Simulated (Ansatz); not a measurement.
The lowest singlet and triplet of C6H4 (SMILES [c]1cc[c]cc1); geometries from B3LYP-D3(BJ)/def2-TZVP, each state relaxed from the structure named, with no frequency check, low spin by broken symmetry.
Singlet at the triplet's geometry (charge 0, multiplicity 1):
| atom | x (Å) | y (Å) | z (Å) |
|---|---|---|---|
| C | -0.0522 | 1.3129 | -0.0425 |
| C | 1.1999 | 0.7494 | -0.0365 |
| C | 1.2557 | -0.6527 | 0.0089 |
| C | 0.0522 | -1.3129 | 0.0425 |
| C | -1.1999 | -0.7494 | 0.0365 |
| C | -1.2557 | 0.6527 | -0.0089 |
| H | 2.1046 | 1.3447 | -0.0651 |
| H | 2.2047 | -1.1750 | 0.0166 |
| H | -2.1046 | -1.3447 | 0.0651 |
| H | -2.2047 | 1.1750 | -0.0166 |

A positive gap puts the triplet lower; no zero-point energy. R- takes a restricted singlet, here one determinant of a half-filled degenerate or near-degenerate pair, which mixes singlet states. U- takes an unrestricted singlet (broken symmetry where lower, unprojected). The triplet is unrestricted in single-reference levels. Active spaces average the two states.

Cores are frozen in the correlated methods.

The values were computed with Ansatz (a program for electronic structure) with Gaussian orbitals. Values without a source in brackets are computed.

```csv
level,"gap E(singlet) − E(triplet), vertical, at the triplet's geometry (kcal/mol)"
R-HF/cc-pVDZ,93.63
R-PBE/def2-TZVPP,8.77
R-r2SCAN/def2-TZVPP,21.01
R-PBE0/def2-TZVPP,27.21
U-PBE0/def2-TZVPP (spin-contaminated),-1.95
U-B2PLYP/def2-TZVPP (spin-contaminated),-1.01
R-MP2/cc-pVDZ,[?]
R-CCSD(T)/cc-pVDZ,-4.56
"SA-CASSCF(2,2)/cc-pVTZ",[?]
```

Problem. Fill in the missing entries.

Solution. 
- R-MP2/cc-pVDZ, gap E(singlet) − E(triplet), vertical, at the triplet's geometry (kcal/mol): -37.16
- SA-CASSCF(2,2)/cc-pVTZ, gap E(singlet) − E(triplet), vertical, at the triplet's geometry (kcal/mol): -0.43

Doubts at one or more of the structures used: a restricted determinant that unrestricted orbitals would lower (R-HF/cc-pVDZ, R-PBE/def2-TZVPP, R-r2SCAN/def2-TZVPP, R-PBE0/def2-TZVPP, R-MP2/cc-pVDZ, R-CCSD(T)/cc-pVDZ); a spin-contaminated determinant (R-HF/cc-pVDZ, R-MP2/cc-pVDZ, R-CCSD(T)/cc-pVDZ); other coupled-cluster roots lie near (R-CCSD(T)/cc-pVDZ).
